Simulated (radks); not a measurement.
Task: Valence configurations of Te I (all share [Kr]). Calculated with a radial shooting solver on a logarithmic mesh with Libxc functionals: Dirac Kohn-Sham, PBE, spin-unpolarised, spherical densities, point nucleus; open shells are shared between the two j in proportion to 2j + 1. Order these by energy: 4d10 5s1.5 5p4.5; 4d10 5p6; 4d9 5s1 5p6; 4d10 5s0.5 5p5.5; 4d10 5s2 5p4; 4d8 5s2 5p6; 4d10 5s1 5p5; 4d8.5 5s2 5p5.5; 4d9 5s2 5p5; 4d9 5s1.5 5p5.5.

Result: From the lowest, in eV above it: 4d10 5s2 5p4 0.000; 4d10 5s1.5 5p4.5 4.585; 4d10 5s1 5p5 9.220; 4d10 5s0.5 5p5.5 13.902; 4d10 5p6 18.630; 4d9 5s2 5p5 38.195; 4d9 5s1.5 5p5.5 43.165; 4d9 5s1 5p6 48.177; 4d8.5 5s2 5p5.5 59.216; 4d8 5s2 5p6 81.521. NIST lists [Kr] 4d10 5s2 5p4 as the ground configuration; this level of theory agrees among the configurations tried. The energies are those of spherical spin-averaged densities, not of single terms.
